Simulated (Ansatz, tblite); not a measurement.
Cost and result up the ladder for the cluster In2N (the lowest doublet isomer of a short search) (3 atoms). The state is a doublet with charge 0. Geometry: PBE-D4/def2-TZVP.

Cartesian coordinates in Å:
```
In -1.0714 -0.6013 1.5622
In 1.0761 0.6012 -1.5590
N -0.0047 0.0002 -0.0032
```

Ansatz on 4 threads of Arm Neoverse V2 on a shared host; xTB runs through tblite on one thread. Times are rough, summed over both states, and most runs start from the orbitals of an earlier one. CCSD(T)/def2-TZVPP serves as the yardstick here, not as an exact answer. The other state is a quartet at its own geometry.

In the def2 sets In takes a core potential; there is no spin–orbit coupling. The xTB rows come from tblite. Correlated methods freeze 9 core orbitals; core or outer-core shells of In are correlated, in sets that lack core-valence functions. The structure comes from a short search, and lower isomers may exist.

Correlated methods converge slowly with the basis.

xTB has no spin-polarisation term.

```json
{"level": "PBE-QIDH/def2-TZVP", "functions": "131", "quartet − doublet (eV)": "2.47", "difference from CCSD(T)/def2-TZVPP (eV)": "0.03"}
{"level": "PBE-D4/def2-TZVP (with forces)", "functions": "131", "quartet − doublet (eV)": "2.62", "difference from CCSD(T)/def2-TZVPP (eV)": "0.18"}
{"level": "B2PLYP/def2-TZVP", "functions": "131", "quartet − doublet (eV)": "2.44", "difference from CCSD(T)/def2-TZVPP (eV)": "0.01"}
{"level": "BHLYP-D4/def2-TZVP", "functions": "131", "quartet − doublet (eV)": "2.42", "difference from CCSD(T)/def2-TZVPP (eV)": "-0.02"}
{"level": "GFN2-xTB", "functions": "22", "quartet − doublet (eV)": "4.51", "difference from CCSD(T)/def2-TZVPP (eV)": "2.08"}
{"level": "MP2/def2-TZVP", "functions": "131", "quartet − doublet (eV)": "2.63", "difference from CCSD(T)/def2-TZVPP (eV)": "0.20"}
{"level": "CAM-B3LYP-D4/def2-TZVP", "functions": "131", "quartet − doublet (eV)": "2.63", "difference from CCSD(T)/def2-TZVPP (eV)": "0.19"}
{"level": "HF/def2-TZVP", "functions": "131", "quartet − doublet (eV)": "1.73", "difference from CCSD(T)/def2-TZVPP (eV)": "-0.70"}
{"level": "GFN1-xTB", "functions": "22", "quartet − doublet (eV)": "3.92", "difference from CCSD(T)/def2-TZVPP (eV)": "1.49"}
{"level": "CCSD(T)/def2-TZVPP", "functions": "131", "quartet − doublet (eV)": "2.43", "difference from CCSD(T)/def2-TZVPP (eV)": "0.00"}
{"level": "RPA@PBE/def2-TZVP", "functions": "131", "quartet − doublet (eV)": "2.48", "difference from CCSD(T)/def2-TZVPP (eV)": "0.05"}
{"level": "PBE0-D4/def2-TZVP", "functions": "131", "quartet − doublet (eV)": "2.52", "difference from CCSD(T)/def2-TZVPP (eV)": "0.08"}
```

Q: Estimate how long each takes.

A: GFN1-xTB 0.003 s; GFN2-xTB 0.004 s; PBE-D4/def2-TZVP (with forces) 6.4 s; RPA@PBE/def2-TZVP 6.9 s; PBE0-D4/def2-TZVP 8.1 s; MP2/def2-TZVP 8.2 s; HF/def2-TZVP 8.8 s; CAM-B3LYP-D4/def2-TZVP 24 s; BHLYP-D4/def2-TZVP 34 s; B2PLYP/def2-TZVP 46 s; PBE-QIDH/def2-TZVP 63 s; CCSD(T)/def2-TZVPP 64 s. On shared hardware such times vary by a factor of up to 3.
